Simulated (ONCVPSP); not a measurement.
# As (Z = 33): one change to an ONCV potential, before and after

| Quantity | Value |
| --- | --- |
| Element | As |
| Generator | ONCVPSP 4.0.1 |
| Type | optimised norm-conserving Vanderbilt (ONCV) |
| Functional | PBE |
| Relativity | scalar-relativistic |
| Frozen core | [Ar] 3d10 |
| Valence charge | 5 |
| Reference configuration | 4s1.5 4p3.5 |
| Partial waves | 4s: rc 1.50 bohr, ncon 3, nbas 7, qcut 4.1 1/bohr, 2 projectors, debl 0.4 Ha; 4p: rc 1.60 bohr, ncon 4, nbas 9, qcut 6 1/bohr, 2 projectors, debl 0.8 Ha; d scattering state at 0.07 Ha: rc 1.60 bohr, ncon 5, nbas 8, qcut 5.7 1/bohr, 1 projector |
| Local potential | polynomial inside 1.30 bohr (lpopt 5, dvloc0 1 Ha) |
| Core correction | Teter function, fcfact 3.75, rcfact 1.65 |

In the s channel the program set the typed energies aside and used -0.549, 0.250 Ha.

Change: core correction Teter function, fcfact 6.6, rcfact 1.65.

Cutoffs: the cutoffs (Ha) at which the residual kinetic energy of the hardest occupied pseudo-wave falls to 1 and 0.1 mHa per electron; they do not see the model core or the augmentation charge, which bear on the density cutoff. Errors are all-electron minus pseudo energies relative to the spin-unpolarised reference configuration.

Predict the effect on cutoff, ghosts and configuration errors.

The potential gets neither clearly harder nor softer (13 Ha and 54 Ha → 13 Ha and 54 Ha); of the 4 tests that both files solve, the error grows in 4 and shrinks in 0 by more than 15 % and 0.3 meV (median size 23.9 → 37.0 meV); neither file shows a bound ghost. A model core, the more so a compact one, raises the density cutoff, which this test does not measure.

```csv
quantity,base,changed
"cutoff, loose",13 Ha,13 Ha
"cutoff, tight",54 Ha,54 Ha
bound ghosts,none,none
GHOST(+) flags under 300 eV,s at 90.4 eV,s at 90.4 eV
"error for 4s2 4p3, meV [ΔE -4.68 eV]",-2.9,-4.0
"error for 4s2 4p2, meV [ΔE 4.47 eV]",-23,-40
"error for 4s2 4p1, meV [ΔE 22.39 eV]",-146,-230
"error for 4s0 4p5, meV [ΔE 14.38 eV]",-24,-34
s: phases at 1.52 bohr within 0.05 rad from the reference energy up to (Ha; the scan ends near 5),3.0,3.0
p: phases at 1.62 bohr within 0.05 rad from the reference energy up to (Ha; the scan ends near 5),3.7,3.7
d: phases at 1.62 bohr within 0.05 rad from the reference energy up to (Ha; the scan ends near 5),0.5,0.5
"rms error of d²Exc/dni dnj with the model core, mHa",3.69,6.47
```
